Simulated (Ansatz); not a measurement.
## Worked example: C3H7FSn + Zn(SH)2 → C2H5FSn + CH4S2Zn

Species: C3H7FSn `C=[CH][SnH]([CH3])[F]`, singlet; Zn(SH)2, singlet; C2H5FSn `C=[CH][SnH2][F]`, singlet; CH4S2Zn `C[S][Zn][SH]`, singlet. The partners trade CH3 for H: Sn–CH3 and S–H bonds give way to Sn–H and S–CH3.

Shapes, held fixed at every level: PBE0-D4/def2-TZVP. Flexible molecules stand in one conformer, not always the lowest. Programs: Ansatz 0.2.0. The zero-point and thermal change to 298 K, harmonic and unscaled (PBE0-D4/def2-TZVP), is +0.7 kJ/mol.

At wB97M-V/def2-TZVPP; 1 Eh = 2625.50 kJ/mol:

```
species   energy (Eh)
C3H7FSn   -432.622518
Zn(SH)2  -2576.937028
C2H5FSn   -393.304561
CH4S2Zn  -2616.232067
```

Question: Work out ΔH(298 K) of the reaction at this level.

Answer: 
1. Products less reactants: (-393.304561) + (-2616.232067) − [(-432.622518) + (-2576.937028)] = 0.022918 Eh = +60.2 kJ/mol.
2. With the thermal change: +60.2 + (+0.7) = +60.9 kJ/mol.

Other levels give +54.7 (HF/def2-SVP) to +59.7 kJ/mol (BHLYP-D4/def2-TZVPP). No measured value is set beside it here. For atoms past krypton def2 sets carry core potentials with scalar relativity. Relativity is left out for Zn unless named.
